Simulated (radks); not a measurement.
Coulomb parameter of the 4d shell of the ruthenium ion Ru+ in the model configuration [Kr] 4d5 5p2, as a second difference U = [E(n + 0.25) + E(n - 0.25) - 2 E(n)] / (0.25)^2 with all orbitals relaxed. "Bare": the charge of the atom changes with n. "Screened": the 5p shell takes up the change at fixed total charge, which measures U(4d,4d) + U(5p,5p) - 2 U(4d,5p). All-electron calculation, scalar-relativistic Kohn-Sham, r2SCAN, spin-unpolarised, spherical densities, finite nucleus; meta-GGA in the generalised Kohn-Sham scheme; Fermi nuclear charge, rms radius 4.4809 fm. Program: a radial shooting solver on a logarithmic mesh with Libxc functionals.

start: configuration [Kr] 4d5 5p2; E - E(n) (eV) 0.000
bare +0.25: configuration [Kr] 4d5.25 5p2; E - E(n) (eV) -4.913
bare -0.25: configuration [Kr] 4d4.75 5p2; E - E(n) (eV) 5.630
screened +0.25: configuration [Kr] 4d5.25 5p1.75; E - E(n) (eV) -2.930
screened -0.25: configuration [Kr] 4d4.75 5p2.25; E - E(n) (eV) 3.104

U(bare) = 11.475 eV, U(screened by 5p) = 2.783 eV, against the Slater integral F0(4d,4d) = 16.750 eV with frozen orbitals.
